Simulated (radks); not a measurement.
Values are calculated unless marked as measured or tabulated.
Task: Ionisation of B, [He] 2s2 2p1, to B+, [He] 2s2, under several functionals. Non-relativistic Kohn-Sham, spin-polarised, spherical densities, point nucleus; open shells are filled with parallel spins first; a radial shooting solver on a logarithmic mesh with Libxc functionals. Known Delta-SCF values: exchange-only PBE 7.858 eV; LDA (Slater exchange, Perdew-Zunger correlation) 8.564 eV; exchange-only B88 7.830 eV. What does BLYP give, and what is its highest occupied eigenvalue?

Result: 8.412 eV by Delta-SCF; the 2p eigenvalue is -3.882 eV. NIST: 8.298 eV (measured).
